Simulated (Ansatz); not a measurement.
System: 2-fluoropyrazine, C4H3FN2, charge 0, multiplicity 1. 
Geometry from a B3LYP-D3(BJ)/def2-TZVP (Ansatz, an electronic-structure program) optimisation:
SMILES: Fc1cnccn1
```xyz
10

F     -1.8054    -1.2674     0.1843
C     -0.7030    -0.5186     0.0730
C     -0.8344     0.8681     0.0145
N      0.2441     1.6294    -0.0958
C      1.4261     1.0095    -0.1460
C      1.5242    -0.3721    -0.0855
N      0.4395    -1.1456     0.0258
H     -1.8075     1.3417     0.0577
H      2.3088     1.6304    -0.2362
H      2.4838    -0.8736    -0.1264
```
Charge 0, spin multiplicity 1.

Atomisation energy built up term by term with Ansatz (kcal/mol; UHF references for open shells; valence terms freeze the core; atomic spin-orbit terms are left out). Basis-set limits of correlation are two-point, X^-3; Hartree-Fock from the larger set.

The Hartree-Fock reference is unstable (checked in the largest basis), which strains HF and MP2. 

```tsv
term	basis	kcal/mol
Hartree-Fock	aug-cc-pVQZ	750.40
CCSD correlation	CBS(aug-cc-pVTZ,aug-cc-pVQZ)	332.75
(T)	CBS(aug-cc-pVTZ,aug-cc-pVQZ)	32.72
core correlation	cc-pwCVTZ	5.84
scalar relativity (X2C)	cc-pVTZ-DK against cc-pVTZ	-1.23
sum: De		1120.5
```

(T) makes 2.9 % of the CCSD(T) atomisation energy; under 5 % is typical of single-reference molecules.
